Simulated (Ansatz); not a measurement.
Species: sum formula BSiH$_{2}$F$_{2}$, net charge 0, doublet state. It need not be the lowest isomer of its formula. 
Structure (B3LYP-D3(BJ)/def2-TZVP (Ansatz, a program for electronic structure) minimum search):
```xyz
6

F      1.3555    -0.9579     0.1600
B      0.5236     0.0707     0.0619
F      1.0654     1.2815     0.0573
Si    -1.4340    -0.1942    -0.1843
H     -2.0071    -1.4959     0.2137
H     -2.3239     0.9494     0.1015
```
Charge 0, spin multiplicity 2.

Dipole moments at this geometry, in debye (magnitudes).

```csv
level,program,dipole (D)
SVWN5/def2-TZVPD,Ansatz,1.45
BLYP/def2-TZVPD,Ansatz,1.35
B97M-V/def2-TZVPD,Ansatz,1.27
B3LYP/def2-TZVPD,Ansatz,1.45
PBE0/def2-TZVPD,Ansatz,1.43
BHLYP/def2-TZVPD,Ansatz,1.55
HSE06/def2-TZVPD,Ansatz,1.43
CAM-B3LYP/def2-TZVPD,Ansatz,1.47
LC-wPBE/def2-TZVPD,Ansatz,1.39
CCSD(T)/aug-cc-pV(D+d)Z,Ansatz,1.35
```
